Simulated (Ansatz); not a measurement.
```xyz
18

C    -1.195   -2.681    0.955
O    -0.183   -1.777    1.265
Mo    0.260   -0.008    0.966
O     1.405    0.266    2.136
Cl   -1.949    0.404    1.681
O     0.135    1.718    0.266
C    -0.765    2.412   -0.542
O     1.060   -0.538   -0.648
C     1.977    0.157   -1.450
H    -2.165   -2.258    1.241
H    -1.201   -2.895   -0.119
H    -1.023   -3.608    1.508
H    -0.883    1.922   -1.516
H    -1.743    2.451   -0.050
H    -0.392    3.428   -0.692
H     1.748    1.228   -1.469
H     1.924   -0.244   -2.466
H     2.993    0.024   -1.066
```

The species carries charge 0 and has multiplicity 1. Mo: def2 effective core potential.

(1) List the PBE0/def2-TZVPP orbital energies in eV (Ansatz 0.2.0). (Estimate.)

## Answers

(1) Ansatz gave: Occupied: -2766.69, -523.75, -523.63, -523.56, -523.35, -279.76, -279.74, -279.69, -258.54, -196.79, -196.71, -196.69, -74.35, -47.28, -46.93, -46.71, -28.91, -28.40, -28.33, -26.09, -21.99, -19.68, -19.26, -19.07, -14.70, -14.01, -13.88, -13.73, -13.40, -13.14, -13.03, -12.93, -12.56, -11.65, -11.54, -11.43, -10.40, -10.04, -9.36, -8.99, -8.84, -8.76, -8.48, -8.40, -8.37. Lowest empty: -2.97, -1.72, -1.60, -0.54, 0.16, 0.76, 1.24, 1.32.
